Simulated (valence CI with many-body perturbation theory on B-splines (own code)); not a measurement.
**Energy levels of S11+**

Computed by valence CI with perturbative core correlation (CI+MBPT): three valence electrons over a frozen Dirac-Fock core [He], a basis of 9 s, 9 p, 8 d, 6 f, 3 g, 1 h functions for each j, with the one-electron correlation potential Σ1, the two-electron term Σ2, the three-electron term Σ3, Breit, model QED; selected CI, second order for the rest, scaled by the run's own slope (own B-spline code, finite nucleus).

No measured spectrum was set against this ion. As an estimate, levels of excited configurations hold to 0.05 to 0.15 % of their energy, terms of the ground configuration to about 0.5 %.

Levels 1 to 45 of 53, with energies above the lowest level, 2s2 2p 2P°_1/2. "Leading %" is the weight of the configuration and term that name the level; weights of strongly mixed levels are sums over their largest components and can fall short, so below about 35 % the name and the second component can differ from the true leading terms, or belong to a minority configuration. Lifetimes count E1, E2, E3, M1 and M2 decay at the calculated energies, and are blank where another channel may lead or the interval is too uncertain; long ones can be off by a factor of two.

| No. | Configuration | Term | J | E (cm⁻¹) | Leading % | Second component | Lifetime | g |
| --- | --- | --- | --- | --- | --- | --- | --- | --- |
| 1 | 2s2 2p | 2P° | 1/2 | 0 | 97 |  |  | 0.664 |
| 2 | 2s2 2p | 2P° | 3/2 | 13134 | 97 |  | 48.9 ms | 1.333 |
| 3 | 2s 2p2 | 4P | 1/2 | 193760 | 100 |  | 599 ns | 2.667 |
| 4 | 2s 2p2 | 4P | 3/2 | 198550 | 100 |  | 4.45 μs | 1.733 |
| 5 | 2s 2p2 | 4P | 5/2 | 205260 | 100 |  | 1.23 μs | 1.599 |
| 6 | 2s 2p2 | 2D | 3/2 | 346840 | 100 |  | 351 ps | 0.800 |
| 7 | 2s 2p2 | 2D | 5/2 | 347110 | 100 |  | 396 ps | 1.200 |
| 8 | 2s 2p2 | 2S | 1/2 | 439890 | 91 | 9 % 2s 2p2 2P | 84.5 ps | 1.883 |
| 9 | 2s 2p2 | 2P | 1/2 | 465050 | 91 | 9 % 2s 2p2 2S | 50.1 ps | 0.785 |
| 10 | 2s 2p2 | 2P | 3/2 | 471700 | 99 |  | 47.5 ps | 1.332 |
| 11 | 2p3 | 4S° | 3/2 | 610030 | 100 |  | 52.2 ps | 1.999 |
| 12 | 2p3 | 2D° | 3/2 | 690030 | 98 |  | 143 ps | 0.806 |
| 13 | 2p3 | 2D° | 5/2 | 690550 | 100 |  | 142 ps | 1.199 |
| 14 | 2p3 | 2P° | 1/2 | 774310 | 97 |  | 60.9 ps | 0.664 |
| 15 | 2p3 | 2P° | 3/2 | 776070 | 95 |  | 61.7 ps | 1.328 |
| 16 | 2s2 3s | 2S | 1/2 | 2557100 | 93 | 5 % 2p2 3s 2S | 3.26 ps | 2.002 |
| 17 | 2s2 3p | 2P° | 1/2 | 2653700 | 90 | 5 % 2p2 3p 2P° | 35.9 ps | 0.665 |
| 18 | 2s2 3p | 2P° | 3/2 | 2657200 | 90 | 5 % 2p2 3p 2P° | 35.7 ps | 1.334 |
| 19 | 2s2 3d | 2D | 3/2 | 2747200 | 94 | 5 % 2p2 3d 2D | 520 fs | 0.799 |
| 20 | 2s2 3d | 2D | 5/2 | 2748200 | 94 | 5 % 2p2 3d 2D | 525 fs | 1.200 |
| 21 | 2s 2p 3s | 4P° | 1/2 | 2758200 | 98 |  | 2.77 ps | 2.665 |
| 22 | 2s 2p 3s | 4P° | 3/2 | 2762400 | 98 |  | 2.74 ps | 1.731 |
| 23 | 2s 2p 3s | 4P° | 5/2 | 2770500 | 98 |  | 2.70 ps | 1.600 |
| 24 | 2s 2p 3s | 2P° | 1/2 | 2805200 | 95 |  | 3.65 ps | 0.668 |
| 25 | 2s 2p 3s | 2P° | 3/2 | 2814000 | 94 |  | 3.41 ps | 1.335 |
| 26 | 2s 2p 3p | 4D | 1/2 | 2844200 | 59 | 38 % 2s 2p 3p 2P | 3.30 ps | 0.269 |
| 27 | 2s 2p 3p | 4D | 3/2 | 2848000 | 64 | 32 % 2s 2p 3p 2P | 3.91 ps | 1.250 |
| 28 | 2s 2p 3p | 2P | 1/2 | 2852000 | 56 | 40 % 2s 2p 3p 4D | 2.13 ps | 0.405 |
| 29 | 2s 2p 3p | 2P | 3/2 | 2853700 | 58 | 34 % 2s 2p 3p 4D | 2.13 ps | 1.303 |
| 30 | 2s 2p 3p | 4D | 5/2 | 2854800 | 99 |  | 1.42 ns | 1.372 |
| 31 | 2s 2p 3p | 4D | 7/2 | 2862000 | 99 |  | 1.73 ns | 1.429 |
| 32 | 2s 2p 3p | 4S | 3/2 | 2872700 | 90 | 6 % 2s 2p 3p 4P | 31.9 ps | 1.960 |
| 33 | 2s 2p 3p | 4P | 1/2 | 2883000 | 98 |  | 139 ps | 2.660 |
| 34 | 2s 2p 3p | 4P | 3/2 | 2887300 | 92 | 6 % 2s 2p 3p 4S | 103 ps | 1.741 |
| 35 | 2s 2p 3p | 4P | 5/2 | 2890600 | 95 |  | 35.1 ps | 1.586 |
| 36 | 2s 2p 3p | 2D | 3/2 | 2895800 | 96 |  | 1.16 ps | 0.812 |
| 37 | 2s 2p 3p | 2D | 5/2 | 2904200 | 95 |  | 1.19 ps | 1.212 |
| 38 | 2s 2p 3d | 4F° | 3/2 | 2925600 | 98 |  | 28.8 ps | 0.409 |
| 39 | 2s 2p 3d | 4F° | 5/2 | 2928100 | 97 |  | 16.3 ps | 1.035 |
| 40 | 2s 2p 3p | 2S | 1/2 | 2930000 | 98 |  | 1.08 ps | 1.996 |
| 41 | 2s 2p 3d | 4F° | 7/2 | 2931900 | 97 |  | 13.3 ps | 1.242 |
| 42 | 2s 2p 3d | 4F° | 9/2 | 2937600 | 100 |  | 4.63 ns | 1.333 |
| 43 | 2s 2p 3d | 4D° | 1/2 | 2951000 | 95 |  | 341 fs | 0.059 |
| 44 | 2s 2p 3d | 4D° | 3/2 | 2951100 | 82 | 9 % 2s 2p 3d 4P° | 373 fs | 1.215 |
| 45 | 2s 2p 3d | 4D° | 5/2 | 2951300 | 56 | 22 % 2s 2p 3d 4P° | 446 fs | 1.386 |

Names give the largest LS component (configuration and term), which can be under half, so a name can repeat, a term be missing and a line seem to break the LS rules; names also repeat where a configuration has a term twice.

The ionisation energy to 2s2 1S_0 of the next ion comes out as 564.37 eV (NIST: 564.41 eV (semi-empirical)). All 53 levels together are meant to be complete up to 2976500 cm⁻¹.
